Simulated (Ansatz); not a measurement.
Gas-phase electronic energies from Ansatz, PBE0-D4/def2-TZVP geometries. CCSD(T)/CBS is the MP2 limit (def2-TZVPP, def2-QZVPP) plus CCSD(T) − MP2 in def2-TZVPP, frozen cores. This one scheme is used for every species. DFT in def2-TZVPP. HSE06 is defined as in plane-wave codes. One conformer a species, not always the lowest.

Reaction (ligand exchange at a B–O bond): `B[O][AlH][CH3]` + `[NH2][AlH][OH]` → `B[O][AlH][NH2]` + `[CH3][AlH][OH]`

`B[O][AlH][CH3]`:

```xyz
10

B     2.337    0.244   -0.573
O     1.119   -0.231   -0.325
Al   -0.428   -0.836   -0.011
C    -1.825    0.394    0.534
H     2.621    0.605   -1.688
H     3.145    0.312    0.319
H    -0.603   -2.395   -0.195
H    -1.467    1.423    0.613
H    -2.243    0.105    1.504
H    -2.656    0.379   -0.178
```

`[NH2][AlH][OH]`:

Z-matrix (Å, degrees):
```
N
Al 1 1.760
H 1 1.006 2 124.4
H 1 1.007 2 125.1 3 -180.0
O 2 1.698 1 116.8 3 -180.0
H 2 1.579 1 120.8 3 -0.1
H 5 0.955 2 123.2 1 180.0
```

`B[O][AlH][NH2]`:

Cartesian coordinates in Å:
```
B 2.079 -0.624 -0.011
O 0.903 -0.020 0.145
Al -0.577 0.762 0.348
N -2.012 0.010 -0.336
H 2.459 -1.416 0.814
H 2.754 -0.375 -0.979
H -0.637 2.122 1.132
H -2.031 -0.858 -0.846
H -2.938 0.398 -0.267
```

`[CH3][AlH][OH]`:

Z-matrix (Å, degrees):
```
C
Al 1 1.941
H 1 1.092 2 111.9
H 1 1.095 2 111.0 3 120.7
H 1 1.095 2 111.2 3 -121.1
O 2 1.701 1 117.6 3 -3.3
H 2 1.589 1 124.2 3 176.8
H 6 0.956 2 122.5 1 -179.8
```

(1) Is it downhill or uphill in electronic energy at CCSD(T)/CBS, and by how much? (Estimate.)

(2) What do these levels give: PBE-D4, BLYP-D4, HSE06-D4, B2PLYP, HF/def2-QZVPP, SCS-MP2/def2-QZVPP? (An estimate is asked.)

Largest T1 diagnostic among the species: 0.013.

Answers

(1) Ansatz gave: Nearly level: ΔE = -0.5 kJ/mol.

(2) Ansatz gave: PBE-D4 -0.4, BLYP-D4 -0.6, HSE06-D4 -0.6, B2PLYP -0.9, HF/def2-QZVPP -1.1, SCS-MP2/def2-QZVPP -0.7 kJ/mol.

Leaving LDA and LC-ωPBE aside and taking each functional with its dispersion term where it has one, the values, not all of them listed here, spread over 0.6 kJ/mol, from B97M-V to PBE-D4. At CCSD(T), def2-SVP lies −3.3 kJ/mol from the extrapolated value and def2-TZVPP −0.6 kJ/mol.
